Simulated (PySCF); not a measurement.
M06-L on F⁻ (fluorine, charge -1), [Ne], closed-shell 1S. Computed with PySCF 2.14 in dyall-av2z, with no relativity, point nucleus.

```
cycle= 1 E= -99.8685866929817  delta_E= -0.00608  |g|= 0.131  |ddm|= 0.118
cycle= 2 E= -99.8629601885756  delta_E= 0.00563  |g|= 0.154  |ddm|= 0.0807
cycle= 3 E= -99.8686767306562  delta_E= -0.00572  |g|= 0.0687  |ddm|= 0.078
cycle= 4 E= -99.8700973835733  delta_E= -0.00142  |g|= 0.00104  |ddm|= 0.0246
cycle= 5 E= -99.8700979195924  delta_E= -5.36e-07  |g|= 0.000375  |ddm|= 0.00141
cycle= 6 E= -99.8700979605468  delta_E= -4.1e-08  |g|= 2.54e-05  |ddm|= 0.000172
cycle= 7 E= -99.870097960781  delta_E= -2.34e-10  |g|= 2.79e-06  |ddm|= 1.45e-05
converged SCF energy = -99.870097960781  <S^2> = -7.1054274e-15  2S+1 = 1
```

Highest occupied orbital energy: 1.551 eV; ⟨L²⟩ = 0.00; populations by l: s 4.00, p 6.00, d 0.00.

Question: Can this result be used?

Answer: With care. The calculation finished and met its thresholds. At M06-L the highest occupied level has a positive energy, so only the finite basis holds that electron; in a semilocal or global hybrid functional this comes from self-interaction and does not mean that the real anion is unbound.
